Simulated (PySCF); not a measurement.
PySCF input for Zr(Me)2(H)2 (C2H8Zr), SMILES [CH3][ZrH2][CH3], multiplicity 1, TDDFT-B3LYP/def2-SVPD. Geometry optimised at B3LYP-D3(BJ)/def2-SVP. The multiplicity is an assumed one; other spin states were not compared. The def2 effective core potentials stand for the cores of Zr; spin–orbit coupling is left out.

```python
import numpy as np
from pyscf import gto, scf, dft, tdscf

mol = gto.M(
    atom='''
    Zr    0.00000000    0.00000000   -0.36326712
    C     1.80062107    0.00000000    0.89732024
    H     2.40620725    0.89593698    0.65326378
    H     1.60482746   -0.00000000    1.98468427
    H     2.40620725   -0.89593699    0.65326377
    C    -1.80062107   -0.00000000    0.89732024
    H    -2.40620725   -0.89593698    0.65326376
    H    -1.60482748   -0.00000000    1.98468426
    H    -2.40620725    0.89593698    0.65326376
    H     0.00000001   -1.54758477   -1.40979079
    H     0.00000000    1.54758477   -1.40979078
    ''',
    basis='def2-SVPD',
    ecp={'Zr': 'def2-svp'},
    charge=0,
    spin=0,
    symmetry=True,
    max_memory=1600,
    verbose=4,
)
mf = dft.RKS(mol, xc='b3lyp').density_fit(auxbasis='def2-universal-jkfit')
mf.grids.level = 3
mf.conv_tol = 1e-9
mf.max_cycle = 100
mf.kernel()
mf.grids = dft.Grids(mol).set(level=1).build(with_non0tab=True)  # coarser grid for the response kernel
td = tdscf.TDDFT(mf)
td.singlet = True
td.nstates = 10
td.conv_tol = 1e-4
td.positive_eig_threshold = 1e-6
td.kernel(x0=td.get_init_guess(mf, 15))
td.analyze()
tt = tdscf.TDA(mf)
tt.singlet = False
tt.nstates = 4
tt.conv_tol = 1e-4
tt.positive_eig_threshold = 1e-6
tt.kernel(x0=tt.get_init_guess(mf, 9))
tt.analyze(verbose=3)
```

Log of the run:

```
PySCF version 2.14.0

[INPUT] verbose = 4
[INPUT] num. atoms = 11
[INPUT] num. electrons = 32
[INPUT] charge = 0
[INPUT] spin (= nelec alpha-beta = 2S) = 0
[INPUT] symmetry True subgroup None
[INPUT] Mole.unit = angstrom
[INPUT] Symbol           X                Y                Z      unit          X                Y                Z       unit  Magmom
[INPUT]  1 Zr     0.000000000000   0.000000000000  -0.363267120000 AA    0.000000000000   0.000000000000  -0.686475366860 Bohr   0.0
[INPUT]  2 C      1.800621070000   0.000000000000   0.897320240000 AA    3.402680676421   0.000000000000   1.695689499629 Bohr   0.0
[INPUT]  3 H      2.406207250000   0.895936980000   0.653263780000 AA    4.547072701443   1.693075517070   1.234489631298 Bohr   0.0
[INPUT]  4 H      1.604827460000   0.000000000000   1.984684270000 AA    3.032684376581   0.000000000000   3.750509714032 Bohr   0.0
[INPUT]  5 H      2.406207250000  -0.895936990000   0.653263770000 AA    4.547072701443  -1.693075535967   1.234489612401 Bohr   0.0
[INPUT]  6 C     -1.800621070000   0.000000000000   0.897320240000 AA   -3.402680676421   0.000000000000   1.695689499629 Bohr   0.0
[INPUT]  7 H     -2.406207250000  -0.895936980000   0.653263760000 AA   -4.547072701443  -1.693075517070   1.234489593504 Bohr   0.0
[INPUT]  8 H     -1.604827480000   0.000000000000   1.984684260000 AA   -3.032684414376   0.000000000000   3.750509695135 Bohr   0.0
[INPUT]  9 H     -2.406207250000   0.895936980000   0.653263760000 AA   -4.547072701443   1.693075517070   1.234489593504 Bohr   0.0
[INPUT] 10 H      0.000000010000  -1.547584770000  -1.409790790000 AA    0.000000018897  -2.924511369848  -2.664118486034 Bohr   0.0
[INPUT] 11 H      0.000000000000   1.547584770000  -1.409790780000 AA    0.000000000000   2.924511369848  -2.664118467137 Bohr   0.0

nuclear repulsion = 90.9108156011649
point group symmetry = C2v
symmetry origin: [-3.14954349e-10 -3.14954359e-10  3.46449784e-09]
symmetry axis x: [ 1.00000000e+00 -6.67686877e-10  8.89620183e-10]
symmetry axis y: [-6.67686878e-10 -1.00000000e+00  8.73301277e-10]
symmetry axis z: [-8.89620182e-10  8.73301019e-10  1.00000000e+00]
num. orbitals of irrep A1 = 49
num. orbitals of irrep A2 = 21
num. orbitals of irrep B1 = 38
num. orbitals of irrep B2 = 30
number of shells = 60
number of NR pGTOs = 200
number of NR cGTOs = 138
basis = def2-SVPD
ecp = {'Zr': 'def2-svp'}


[settings echo left out]
init E= -121.512343005145
HOMO (A1) = -0.554044252981678  LUMO (A1) = -0.452405290242917  gap/eV = 2.76574
cycle= 1 E= -127.310829799184  delta_E= -5.8  |g|= 1.44  |ddm|= 4.95
HOMO (B1) = -0.0694017072708419  LUMO (A1) = 0.0217223772264425  gap/eV = 2.47961
cycle= 2 E= -127.041422378174  delta_E= 0.269  |g|=  1.6  |ddm|= 5.39
HOMO (B2) = -0.287987379346412  LUMO (A1) = -0.0751957161096488  gap/eV = 5.79036
cycle= 3 E= -127.979817832203  delta_E= -0.938  |g|= 0.155  |ddm|=    4
HOMO (B1) = -0.264580790044577  LUMO (A1) = -0.0714518256717458  gap/eV = 5.25531
cycle= 4 E= -127.978593347753  delta_E= 0.00122  |g|= 0.171  |ddm|=  0.4
HOMO (B2) = -0.279673765426575  LUMO (A1) = -0.0665167400498472  gap/eV = 5.80030
cycle= 5 E= -127.986310374414  delta_E= -0.00772  |g|= 0.0245  |ddm|= 0.202
HOMO (B1) = -0.279814236962909  LUMO (A1) = -0.0684816121378642  gap/eV = 5.75065
cycle= 6 E= -127.98650384827  delta_E= -0.000193  |g|= 0.00266  |ddm|= 0.033
HOMO (B1) = -0.280415826444227  LUMO (A1) = -0.0689739614774876  gap/eV = 5.75363
cycle= 7 E= -127.986506465381  delta_E= -2.62e-06  |g|= 0.000457  |ddm|= 0.00604
HOMO (B1) = -0.280388488054971  LUMO (A1) = -0.0689951470571479  gap/eV = 5.75231
cycle= 8 E= -127.986506540243  delta_E= -7.49e-08  |g|= 0.000179  |ddm|= 0.00098
HOMO (B1) = -0.280378492976339  LUMO (A1) = -0.0689866289209569  gap/eV = 5.75227
cycle= 9 E= -127.986506548875  delta_E= -8.63e-09  |g|= 1.46e-05  |ddm|= 0.00025
HOMO (B1) = -0.280378735331614  LUMO (A1) = -0.0689852346865507  gap/eV = 5.75231
cycle= 10 E= -127.986506548957  delta_E= -8.19e-11  |g|= 2.57e-06  |ddm|= 3.36e-05
HOMO (B1) = -0.280378612967695  LUMO (A1) = -0.0689846186200622  gap/eV = 5.75232
Extra cycle  E= -127.98650654896  delta_E= -2.73e-12  |g|= 2.76e-06  |ddm|= 9.87e-06
converged SCF energy = -127.98650654896
tot grids = 38344
Overwritten attributes  positive_eig_threshold  of <class 'pyscf.tdscf.rks.TDDFT'>


******** <class 'pyscf.tdscf.rks.TDDFT'> for <class 'pyscf.df.df_jk.DFSymAdaptedRKS'> ********
nstates = 10 singlet
deg_eia_thresh = 1.000e-03
wfnsym = None
conv_tol = 0.0001
eigh lindep = 1e-12
eigh level_shift = 0
eigh max_cycle = 100


Excitation energies (eV)
[4.24967276 4.25737042 4.3383668  4.4471689  4.50698008 4.62071963
 5.19414378 5.23178228 5.25554089 5.29530355]

** Singlet excitation energies and oscillator strengths **
Excited State   1:   B1      4.24967 eV    291.75 nm  f=0.0014
      14 -> 18        0.21932
      16 -> 17       -0.66061
      16 -> 20        0.11740
Excited State   2:   B2      4.25737 eV    291.22 nm  f=0.0001
      14 -> 17       -0.64349
      16 -> 18        0.28519
Excited State   3:   A2      4.33837 eV    285.79 nm  f=0.0000
      15 -> 18        0.70058
Excited State   4:   A1      4.44717 eV    278.79 nm  f=0.0002
      15 -> 17        0.69750
Excited State   5:   B2      4.50698 eV    275.09 nm  f=0.0000
      14 -> 17        0.28844
      16 -> 18        0.64016
Excited State   6:   B1      4.62072 eV    268.32 nm  f=0.0030
      14 -> 18       -0.66812
      16 -> 17       -0.20991
Excited State   7:   A1      5.19414 eV    238.70 nm  f=0.0081
      13 -> 17        0.65744
      13 -> 20       -0.10449
      15 -> 20        0.14592
      16 -> 21       -0.17538
Excited State   8:   A2      5.23178 eV    236.98 nm  f=0.0000
      13 -> 18        0.37755
      16 -> 19       -0.58498
Excited State   9:   B2      5.25554 eV    235.91 nm  f=0.0025
      14 -> 20        0.23470
      15 -> 19       -0.66159
Excited State  10:   A2      5.29530 eV    234.14 nm  f=0.0000
      13 -> 18        0.56901
      14 -> 21       -0.24600
      16 -> 19        0.33577

** Transition electric dipole moments (AU) **
state          X           Y           Z        Dip. S.      Osc.
  1         0.1167     -0.0000      0.0000      0.0136      0.0014
  2         0.0000      0.0342     -0.0000      0.0012      0.0001
  3         0.0000      0.0000     -0.0000      0.0000      0.0000
  4        -0.0000     -0.0000      0.0444      0.0020      0.0002
  5         0.0000      0.0116      0.0000      0.0001      0.0000
  6         0.1620      0.0000      0.0000      0.0262      0.0030
  7         0.0000      0.0000     -0.2524      0.0637      0.0081
  8         0.0000      0.0000      0.0000      0.0000      0.0000
  9         0.0000      0.1389     -0.0000      0.0193      0.0025
 10        -0.0000     -0.0000     -0.0000      0.0000      0.0000

WARN: ECP detected. Skipping calculation of transition velocity and magnetic dipole moments, which have not yet been implemented.

Overwritten attributes  positive_eig_threshold  of <class 'pyscf.tdscf.rks.TDA'>


******** <class 'pyscf.tdscf.rks.TDA'> for <class 'pyscf.df.df_jk.DFSymAdaptedRKS'> ********
nstates = 4 triplet
deg_eia_thresh = 1.000e-03
wfnsym = None
conv_tol = 0.0001
eigh lindep = 1e-12
eigh level_shift = 0
eigh max_cycle = 100


Excitation energies (eV)
[3.92988963 4.01956608 4.02594015 4.0951934 ]

** Triplet excitation energies and oscillator strengths **
Excited State   1:   B2      3.92989 eV    315.49 nm  f=0.0000
Excited State   2:   A1      4.01957 eV    308.45 nm  f=0.0000
Excited State   3:   B1      4.02594 eV    307.96 nm  f=0.0000
Excited State   4:   A2      4.09519 eV    302.76 nm  f=0.0000
```

The calculation finished and met its thresholds.

Cost: roughly 90 core-seconds.
